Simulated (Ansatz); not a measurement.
A CCSD(T) single point on CH7AlSi2, SMILES `C[SiH]1[AlH][SiH2]1`.

```yaml
crystal:
  periodic: [false, false, false]
  atoms:
    - {symbol: C, position_ang: [-1.474655, 1.409800, -0.346542]}
    - {symbol: Si, position_ang: [-0.404687, 0.016569, 0.318939]}
    - {symbol: Al, position_ang: [1.635561, -0.534160, 1.452418]}
    - {symbol: Si, position_ang: [1.108980, -1.397728, -0.742395]}
    - {symbol: H, position_ang: [-2.274211, 1.008834, -0.973257]}
    - {symbol: H, position_ang: [-1.923365, 1.972095, 0.475224]}
    - {symbol: H, position_ang: [-0.873354, 2.094311, -0.946828]}
    - {symbol: H, position_ang: [-1.217880, -0.961038, 1.125746]}
    - {symbol: H, position_ang: [2.619043, -0.458662, 2.696900]}
    - {symbol: H, position_ang: [2.024656, -0.538511, -1.562717]}
    - {symbol: H, position_ang: [0.845313, -2.668612, -1.476787]}
basis:
  gaussian: {orbitals: def2-TZVPP}
correlation: {method: ccsd_t}
output: {orbitals: {seedname: orbitals}}
```

```sh
$ ansatz run in.yaml --threads 2 --pin off --events-out ev --progress --plain --max-ram 4352MiB
```

The program prints (abridged):

```
Functional definition: HF
1454 factors; integrals over basis functions are off by at most 1.3e-3 eV
mean field evaluation 1: about -23444.9772 eV, gradient 2.8e1 eV
mean field evaluation 2: about -23445.2586 eV, gradient 2.8e1 eV
mean field evaluation 4: about -23448.2280 eV, gradient 3.5e0 eV
mean field evaluation 8: about -23448.3099 eV, gradient 2.1e-1 eV
mean field evaluation 16: about -23448.3104 eV, gradient 2.1e-6 eV
mean field -23448.31043643 eV, -861.7095147030 hartree, gradient 2.1e-6 eV, S^2 0.000000; 0 other end points of the search recorded, 0 dependent functions left out
16 core orbitals not correlated: weight in the atoms' cores, before any rotation towards them, 1.000 or more for the frozen orbitals, at most 0.000 for the correlated occupied ones
reference -23448.31043643 eV, -861.7095147030 hartree; 11, 11 occupied and 228, 228 virtual orbitals, 1454 factors
second order -13.61389703 eV of doubles, -0.00000000 eV of singles
cycle   1  -14.72923798 eV  change    -1.1e0 eV  update   9.8e-2
cycle   2  -15.21164845 eV  change   -4.8e-1 eV  update   3.2e-2
cycle   3  -15.27338228 eV  change   -6.2e-2 eV  update   1.3e-2
cycle   4  -15.26853648 eV  change    4.8e-3 eV  update   4.0e-3
cycle   5  -15.26688629 eV  change    1.7e-3 eV  update   1.5e-3
cycle   6  -15.26648538 eV  change    4.0e-4 eV  update   5.7e-4
cycle   7  -15.26644290 eV  change    4.2e-5 eV  update   2.3e-4
cycle   8  -15.26651787 eV  change   -7.5e-5 eV  update   1.3e-4
cycle   9  -15.26652316 eV  change   -5.3e-6 eV  update   6.7e-5
cycle  10  -15.26648955 eV  change    3.4e-5 eV  update   3.1e-5
cycle  11  -15.26649545 eV  change   -5.9e-6 eV  update   1.5e-5
perturbative correction -0.66592642 eV, -0.0244723447 hartree
Total energy: -23464.24285830 eV, -862.2950204076 hartree
```

Run time 9.8 min (2 threads of an Arm Neoverse V2 on a shared host); peak host memory 2 GiB.

Correlation energy per correlated electron: -0.724 eV. T1 diagnostic: 0.0142.
